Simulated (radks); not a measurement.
The numbers below are computed, except where a source is named.
Problem. Ionisation of F, [He] 2s2 2p5, to F+, [He] 2s2 2p4, under several functionals. Non-relativistic Kohn-Sham, spin-polarised, spherical densities, point nucleus; open shells are filled with parallel spins first; a radial shooting solver on a logarithmic mesh with Libxc functionals. The NIST Atomic Spectra Database gives 17.423 eV (measured). Rank these functionals by the error of their Delta-SCF ionisation energy: BLYP; PBE; Tao-Mo meta-GGA; XLYP; HCTH/407; AM05.

Solution. From best to worst: Tao-Mo meta-GGA 17.646 eV (+0.223); AM05 17.721 eV (+0.298); PBE 17.846 eV (+0.423); BLYP 17.862 eV (+0.440); HCTH/407 17.887 eV (+0.464); XLYP 17.920 eV (+0.497). Open shells are spherical and high-spin; term and fine-structure splittings are not resolved.
